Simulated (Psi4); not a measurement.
Psi4 input (wB97X-D/6-31G*):

```
memory 1500 MB

molecule {
1 3
Be   -0.87992344   -0.51025829   -0.68985964
C     0.30537839    0.17708570    0.23941654
H     0.85331289   -0.61161243    0.76365012
H    -0.15481764    0.85375314    0.96566621
H     0.98892816    0.73637827   -0.40637702
symmetry c1
no_reorient
no_com
}

set {
  basis 6-31G*
  reference uks
  scf_type pk
  dft_radial_points 99
  dft_spherical_points 590
  e_convergence 1e-8
  d_convergence 1e-7
  maxiter 150
}

e = energy('wb97x-d')
print_out(f'\nFINAL {e:.10f} DIPOLE {variable("CURRENT DIPOLE")[0]:.6f} {variable("CURRENT DIPOLE")[1]:.6f} {variable("CURRENT DIPOLE")[2]:.6f}\n')
```

Output:

```
   => Loading Basis Set <=

    Name: 6-31G*
    Role: ORBITAL
    Keyword: BASIS
    atoms 1   entry BE         line    77 file 6-31gs.gbs
    atoms 2   entry C          line   111 file 6-31gs.gbs
    atoms 3-5 entry H          line    44 file 6-31gs.gbs

   => WB97X-D: Empirical Dispersion <=

    Chai and Head-Gordon Dispersion Correction
    Chai, J.-D.; Head-Gordon, M. (2010), J. Chem. Phys., 132: 6615-6620

        s6 =       1.000000

         ---------------------------------------------------------
                                   SCF
               by Justin Turney, Rob Parrish, Andy Simmonett
                          and Daniel G. A. Smith
                              UKS Reference
         ---------------------------------------------------------

  ==> Geometry <==

    Molecular point group: c1
    Full point group: C1

    Geometry (in Angstrom), charge = 1, multiplicity = 3:

       Center              X                  Y                   Z               Mass
    ------------   -----------------  -----------------  -----------------  -----------------
         BE          -0.879923440000    -0.510258290000    -0.689859640000     9.012183065000
         C            0.305378390000     0.177085700000     0.239416540000    12.000000000000
         H            0.853312890000    -0.611612430000     0.763650120000     1.007825032230
         H           -0.154817640000     0.853753140000     0.965666210000     1.007825032230
         H            0.988928160000     0.736378270000    -0.406377020000     1.007825032230

  Running in c1 symmetry.

  Rotational constants: A =      5.21987  B =      0.87448  C =      0.87448 [cm^-1]
  Rotational constants: A = 156487.89055  B =  26216.16903  C =  26216.16901 [MHz]
  Nuclear repulsion =   20.068288402210261

  Charge       = 1
  Multiplicity = 3
  Electrons    = 12
  Nalpha       = 7
  Nbeta        = 5

  ==> Algorithm <==

  SCF Algorithm Type is PK.
  DIIS enabled.
  MOM disabled.
  Fractional occupation disabled.
  Guess Type is SAD.
  Energy threshold   = 1.00e-08
  Density threshold  = 1.00e-07
  Integral threshold = 1.00e-12

  ==> Primary Basis <==

  Basis Set: 6-31G*
    Blend: 6-31G*
    Number of shells: 18
    Number of basis functions: 36
    Number of Cartesian functions: 36
    Spherical Harmonics?: false
    Max angular momentum: 2

  ==> DFT Potential <==

   => LibXC <=

    Version 7.1.2
    S. Lehtola, C. Steigemann, M. J. T. Oliveira, and M. A. L. Marques,  SoftwareX 7, 1–5 (2018) (10.1016/j.softx.2017.11.002)

   => Composite Functional: WB97X-D <=

    wB97X-D Hyb-GGA Exchange-Correlation Functional

    J.-D. Chai and M. Head-Gordon,  Phys. Chem. Chem. Phys. 10, 6615–6620 (2008) (10.1039/B810189B)

    Deriv               =              1
    GGA                 =           TRUE
    Meta                =          FALSE

    Exchange Hybrid     =           TRUE
    MP2 Hybrid          =          FALSE

   => Exchange-Correlation Functionals <=

    1.0000   wB97X-D range-separated functional

   => Exact (HF) Exchange <=

    0.7780            HF,LR [omega = 0.2000]
    0.2220               HF

   => LibXC Density Thresholds  <==

    XC_HYB_GGA_XC_WB97X_D:  1.00E-14

   => Molecular Quadrature <=

    Radial Scheme          =       TREUTLER
    Pruning Scheme         =           NONE
    Nuclear Scheme         =       TREUTLER

    Blocking Scheme        =         OCTREE
    BS radius alpha        =              1
    Pruning alpha          =              1
    Radial Points          =             99
    Spherical Points       =            590
    Total Points           =         278215
    Total Blocks           =           2059
    Max Points             =            256
    Max Functions          =             36
    Weights Tolerance      =       1.00E-15

  ==> Integral Setup <==

  Using in-core PK algorithm.
   Calculation information:
      Number of atoms:                   5
      Number of AO shells:              18
      Number of primitives:             42
      Number of atomic orbitals:        36
      Number of basis functions:        36

      Integral cutoff                 1.00e-12
      Number of threads:                 1

  Performing in-core PK
  Using 666333 doubles for integral storage.
  We computed 14706 shell quartets total.
  Whereas there are 14706 unique shell quartets.

  Computing range-separated integrals for PK
  We computed 14706 wK shell quartets total.
  Whereas there are 14706 wK unique shell quartets.

  ==> DiskJK: Disk-Based J/K Matrices <==

    J tasked:                  Yes
    K tasked:                  Yes
    wK tasked:                 Yes
    Omega:               2.000E-01
    Schwarz Cutoff:          1E-12


  Cached 100.0% of DFT collocation blocks in 0.283 [GiB].

  Minimum eigenvalue in the overlap matrix is 1.2837656867E-02.
  Reciprocal condition number of the overlap matrix is 2.0171631757E-03.
    Using symmetric orthogonalization.

  ==> Pre-Iterations <==

  SCF Guess: Superposition of Atomic Densities via on-the-fly atomic UHF (no occupation information).

   -------------------------
    Irrep   Nso     Nmo
   -------------------------
     A         36      36
   -------------------------
    Total      36      36
   -------------------------

  ==> Iterations <==

                        Total Energy        Delta E     RMS |[F,P]|

   @UKS iter SAD:   -53.96118585216411   -5.39612e+01   0.00000e+00
   @UKS iter   1:   -54.12924897865003   -1.68063e-01   6.44705e-03 ADIIS/DIIS
   @UKS iter   2:   -54.15770385712538   -2.84549e-02   3.21164e-03 ADIIS/DIIS
   @UKS iter   3:   -54.16475730268549   -7.05345e-03   5.84803e-04 ADIIS/DIIS
   @UKS iter   4:   -54.16525816855167   -5.00866e-04   9.49469e-05 DIIS
   @UKS iter   5:   -54.16527669617979   -1.85276e-05   1.89256e-05 DIIS
   @UKS iter   6:   -54.16527746857579   -7.72396e-07   5.90463e-06 DIIS
   @UKS iter   7:   -54.16527752664958   -5.80738e-08   1.54599e-06 DIIS
   @UKS iter   8:   -54.16527753266421   -6.01463e-09   2.82356e-07 DIIS
   @UKS iter   9:   -54.16527753285674   -1.92536e-10   3.53640e-08 DIIS
  Energy and wave function converged.

  ==> Post-Iterations <==

   Electrons on quadrature grid:
      Nalpha   =    7.0000000006 ; deviation = 5.572e-10
      Nbeta    =    4.9999999973 ; deviation = -2.711e-09
      Ntotal   =   11.9999999978 ; deviation = -2.154e-09

   @Spin Contamination Metric:   3.110427310E-03
   @S^2 Expected:                2.000000000E+00
   @S^2 Observed:                2.003110427E+00
   @S   Expected:                1.000000000E+00
   @S   Observed:                1.000000000E+00

    Orbital Energies [Eh]
    ---------------------

    Alpha Occupied:

       1A    -10.623496     2A     -4.491481     3A     -1.129899
       4A     -0.808156     5A     -0.808154     6A     -0.779427
       7A     -0.506588

    Alpha Virtual:

       8A     -0.198705     9A     -0.198704    10A     -0.064950
      11A     -0.015078    12A     -0.015078    13A      0.050340
      14A      0.160889    15A      0.160889    16A      0.167897
      17A      0.227828    18A      0.396159    19A      0.396160
      20A      0.412978    21A      0.598342    22A      0.598342
      23A      0.692204    24A      0.692204    25A      0.750709
      26A      0.789815    27A      0.789816    28A      0.992072
      29A      1.062804    30A      1.602349    31A      1.602353
      32A      2.011480    33A      2.011481    34A      2.019340
      35A      2.428975    36A      3.951659

    Beta Occupied:

       1A    -10.613465     2A     -4.479026     3A     -1.077013
       4A     -0.792703     5A     -0.792700

    Beta Virtual:

       6A     -0.431759     7A     -0.094212     8A     -0.089082
       9A     -0.089082    10A      0.015498    11A      0.015499
      12A      0.017622    13A      0.249942    14A      0.260601
      15A      0.260605    16A      0.269192    17A      0.397081
      18A      0.441187    19A      0.441190    20A      0.530459
      21A      0.673838    22A      0.673840    23A      0.774957
      24A      0.774958    25A      0.791379    26A      0.958236
      27A      0.958240    28A      1.020197    29A      1.275064
      30A      1.681062    31A      1.681067    32A      2.039616
      33A      2.039627    34A      2.129738    35A      2.590482
      36A      4.000699

    Final Occupation by Irrep:
              A
    DOCC [     5 ]
    SOCC [     2 ]
    NA   [     7 ]
    NB   [     5 ]

  @UKS Final Energy:   -54.16527753285674

   => Energetics <=

    Nuclear Repulsion Energy =             20.0682884022102606
    One-Electron Energy =                -107.3920567765408975
    Two-Electron Energy =                  39.3041255729063366
    DFT Exchange-Correlation Energy =      -6.1451256194852819
    Empirical Dispersion Energy =          -0.0005091119471502
    VV10 Nonlocal Energy =                  0.0000000000000000
    Total Energy =                        -54.1652775328567415

  UHF NO Occupations:
  HONO-2 :    5  A 1.9991819
  HONO-1 :    6  A 1.0000000
  HONO-0 :    7  A 1.0000000
  LUNO+0 :    8  A 0.0008181
  LUNO+1 :    9  A 0.0003650
  LUNO+2 :   10  A 0.0003649
  LUNO+3 :   11  A 0.0000067

Computation Completed

Properties will be evaluated at   0.000000,   0.000000,   0.000000 [a0]

Properties computed using the SCF density matrix

 Multipole Moments:

 ------------------------------------------------------------------------------------
     Multipole            Electronic (a.u.)      Nuclear  (a.u.)        Total (a.u.)
 ------------------------------------------------------------------------------------

 L = 1.  Multiply by 2.5417464519 to convert [e a0] to [Debye]
 Dipole X            :          0.0482188           -0.0000000            0.0482188
 Dipole Y            :          0.0279592            0.0000000            0.0279593
 Dipole Z            :          0.0377983           -0.0000000            0.0377983
 Magnitude           :                                                    0.0673460

 ------------------------------------------------------------------------------------

FINAL -54.1652775329 DIPOLE 0.048219 0.027959 0.037798

*** Psi4 exiting successfully. Buy a developer a beer!
```

The dipole moment of an ion depends on the origin.
